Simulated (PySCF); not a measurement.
How methods differ on the interval between two levels of Tl³⁺

Tl³⁺ [Xe] 4f14 5d10 → Tl³⁺ [Xe] 4f14 5d9 6p1 [3F4, M_J = 4], as a difference of total energies. Computed with PySCF 2.14 in x2c-SVPall-2c with one added diffuse shell each of s, p type (8s12p7d2f, 93 functions), with the two-component X2C-1e Hamiltonian. Correlated levels: [Kr] 4d10 4f14 frozen; the 22 highest virtual spinors dropped. "Screened" scales the spin-orbit matrix elements by Boettger's factors to mimic the two-electron term; Breit and QED terms are absent.

```json
{"method": "GHF (spin-free)", "interval between two levels (cm⁻¹)": "172330"}
{"method": "GMP2 (spin-free)", "interval between two levels (cm⁻¹)": "172640"}
{"method": "GHF (screened spin-orbit)", "interval between two levels (cm⁻¹)": "170500"}
{"method": "GMP2 (screened spin-orbit)", "interval between two levels (cm⁻¹)": "170530"}
```

The labels give the starting determinants; with spin-orbit coupling the two ends relaxed to ⟨J²⟩ = 0.00, ⟨L²⟩ = 0.18, ⟨S²⟩ = 0.18 and ⟨J²⟩ = 20.03, ⟨L²⟩ = 12.19, ⟨S²⟩ = 2.18.
